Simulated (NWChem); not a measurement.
Species: CH2AlNO; SMILES C(=O)=[N][AlH2]

```xyz
6

Al     0.0000     0.0000     1.7391
H      0.0000     1.4113     2.4704
H      0.0000    -1.4113     2.4704
N      0.0000     0.0000    -0.0520
C      0.0000     0.0000    -1.2662
O      0.0000     0.0000    -2.4484
```
Atoms are numbered in this order, from 1.

Geometry: optimised at PBE-D3(BJ)/def2-SVP.

Symmetry labels are those of C2v in the frame above (b1 and b2, or b-type labels, depend on it).

List the 6 lowest vertical singlet excitations from B3LYP/6-31+G* (spherical d), full TDDFT (NWChem).


| state | energy (eV) | oscillator strength | symmetry | leading excitation (squared amplitude) |
|---|---|---|---|---|
| S1 | 4.96 | 0.000 | a2 | HOMO → LUMO (0.99) |
| S2 | 5.87 | 0.115 | a1 | HOMO−1 → LUMO (0.95) |
| S3 | 6.02 | 0.000 | a2 | HOMO−2 → LUMO (0.99) |
| S4 | 6.76 | 0.003 | b2 | HOMO → LUMO+1 (0.98) |
| S5 | 7.19 | 0.007 | b1 | HOMO−1 → LUMO+1 (0.96) |
| S6 | 7.60 | 0.000 | a2 | HOMO−1 → LUMO+3 (0.65) |
